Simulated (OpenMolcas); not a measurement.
Levels of Se4+ by method

```json
{
  "Program": "OpenMolcas",
  "Basis": "ANO-R2 [6s6p4d3f1g]",
  "Scalar Hamiltonian": "X2C, finite nucleus",
  "Active space": "2 electrons in 9 orbitals (RAS2 4s 4p; RAS3 4d, at most 2 electrons)",
  "State averaging": "2S+1 = 3 even, 3 roots; 2S+1 = 1 even, 7 roots; 2S+1 = 3 odd, 3 roots; 2S+1 = 1 odd, 3 roots",
  "Spin-orbit coupling": "RASSI with atomic mean-field integrals over the reference wave functions, term energies averaged over their components"
}
```

Methods on the same reference wave functions:
A. RASSCF
B. SS-RASPT2, IPEA 0.25 Eh, imaginary shift 0.1 Eh (closed shells correlated: 3d)
C. MS-RASPT2, IPEA 0.25 Eh, imaginary shift 0.1 Eh (closed shells correlated: 3d)

Energies in cm⁻¹ above 4s² ¹S₀, the measured ground level; measured values from the list in Rauch et al., Astron. Astrophys. 606, A105 (2017).

| Level | A | B | C | Measured |
| --- | --- | --- | --- | --- |
| 4s² ¹S₀ | 0.0 | 0.0 | 0.0 | 0.0 |
| 4s 4p ³P°₀ | 85357 | 88710 | 88870 | 89749 |
| 4s 4p ³P°₁ | 86760 | 90100 | 90260 | 91350 |
| 4s 4p ³P°₂ | 89835 | 93190 | 93350 | 94960 |
| 4s 4p ¹P°₁ | 132184 | 130370 | 130520 | 131733 |
| 4p² ¹D₂ | 206587 | 211010 | 211170 | 213203 |
| 4p² ³P₀ | 207364 | 209730 | 209890 | 211794 |
| 4p² ³P₁ | 209225 | 211640 | 211800 | 214091 |
| 4p² ³P₂ | 212752 | 215520 | 215670 | 218615 |

Deviations, from unrounded energies. A percentage is the sum of absolute deviations over the sum of measured energies, with the sign that they share, or ± where signs differ.

```json
{"Against measurement": "mean absolute deviation (cm-1)", "Levels": "8", "A": "4500", "B": "1900", "C": "1700"}
{"Against measurement": "other configurations (%)", "Levels": "8", "A": "±2.9", "B": "-1.2", "C": "-1.1"}
```

C lies closest to measurement on these levels and A furthest from it. The largest miss of C in the table is 4p² ³P₂, by -2900 cm-1. The ranking rests on the paired levels alone, and a cruder setting can come out closer through cancelling errors.

Between B and C the level of the table that moves most is 4p² ¹D₂, by 160 cm-1 (lowest in B, highest in C). Moves below CASPT2's spread within the term are not significant.

The lowest spin-free term lies below A's lowest term by 0.445 hartree in B, 0.445 hartree in C.

Term energies are means over components that CASPT2 splits; among the terms shown or strongly mixed into the levels shown the widest spread is 19 cm-1 (4p² ¹D, C). Active for correlation alone: 4d; no level in the range computed is led by a configuration that fills it, so any true level of that kind is missing. Some terms mix strongly with configurations of 4d, whose occupation reaches 0.21 (4p² ¹D). Measured partners are found by configuration, term and J. A level has none where our copy of the source lacks it or the pairing is in doubt (some pairs that miss far off the trend of their configuration count as doubtful), and it then counts in no deviation. Levels of configurations outside the active space are missing. Levels that lie high or do not pair safely by name in every column are left out.

° marks odd parity.
